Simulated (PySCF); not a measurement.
Record of a relaxation.

Species: [TcO4]- (charge -1 and singlet state).
Bonds: Tc1–O2, Tc1–O3, Tc1–O4, Tc1–O5.

Computed by this run: PySCF 2.14.0, PBE0-D3(BJ)/def2-SVP geometry optimisation, gas phase, def2 core potentials past Kr; density fitting, grid level 1; the optimiser is geomeTRIC in internal coordinates, started from a GFN2-xTB structure. The frame can shift and turn from step to step; on so coarse a grid that alone can change the energy by a few meV, and forces under 0.02 eV/Å are noise.

Step 0: E = -10375.5612 eV, largest atomic force 2.027 eV/Å
```
atom  x, y, z in Å  |  force x, y, z in eV/Å
Tc1     0.000    0.000    0.000    0.014   0.003   0.005
O2      0.010   -0.018    1.667    0.025  -0.020   2.019
O3      1.568    0.010   -0.565    1.876   0.010  -0.679
O4     -0.793    1.365   -0.536   -0.962   1.658  -0.655
O5     -0.785   -1.358   -0.565   -0.954  -1.650  -0.690
```

Step 1: E = -10375.6437 eV, largest atomic force 1.091 eV/Å
```
atom  x, y, z in Å  |  force x, y, z in eV/Å
Tc1    -0.001    0.000    0.000    0.002  -0.001  -0.004
O2      0.015   -0.017    1.719   -0.009   0.013  -1.091
O3      1.615    0.010   -0.585   -1.021  -0.006   0.366
O4     -0.818    1.407   -0.553    0.517  -0.893   0.354
O5     -0.811   -1.400   -0.581    0.511   0.888   0.375
```

Step 2: E = -10375.6867 eV, largest atomic force 0.101 eV/Å
```
atom  x, y, z in Å  |  force x, y, z in eV/Å
Tc1     0.000    0.000    0.000   -0.003   0.000   0.000
O2      0.016   -0.016    1.700    0.002   0.003  -0.100
O3      1.597    0.009   -0.581   -0.092  -0.002   0.030
O4     -0.810    1.392   -0.547    0.047  -0.083   0.033
O5     -0.803   -1.385   -0.573    0.046   0.082   0.037
```

Step 3: E = -10375.6870 eV, largest atomic force under 0.02 eV/Å
```
atom  x, y, z in Å  |  force x, y, z in eV/Å
Tc1     0.000    0.000    0.000    0.001   0.000   0.000
O2      0.019   -0.015    1.698    0.003   0.001   0.006
O3      1.595    0.008   -0.583    0.004  -0.001  -0.005
O4     -0.809    1.391   -0.546   -0.004   0.005  -0.002
O5     -0.804   -1.384   -0.570   -0.004  -0.006   0.001
```

Problem. Summarise the path.

Solution. The energy falls by 2.90 kcal/mol from step 0 to step 3; nine tenths of that is first reached at step 2. It falls at every step. The largest force goes from 2.027 to under 0.02 eV/Å. Among the bonds Tc1–O5 changes most (a near tie, within 0.001 Å, with another), from 1.667 to 1.699 Å; the atoms move by 0.028 Å rms after alignment.

Problem. Follow the energy, the force and the coordinates that change most from start to end.

Solution. 
```csv
step,E above end (kcal/mol),largest force (eV/Å),Tc1–O5 (Å),Tc1–O4 (Å),Tc1–O2 (Å)
0,2.90,2.027,1.667,1.667,1.667
1,1.00,1.091,1.719,1.719,1.719
2,0.01,0.101,1.701,1.701,1.700
3,0.00,under 0.02,1.699,1.699,1.699
```

The cost below is that of the whole optimisation. Time: 10 s; peak memory 0.35 GiB. Hardware: one thread, Intel Xeon 6975P-C (x86_64), no GPU (shared host).
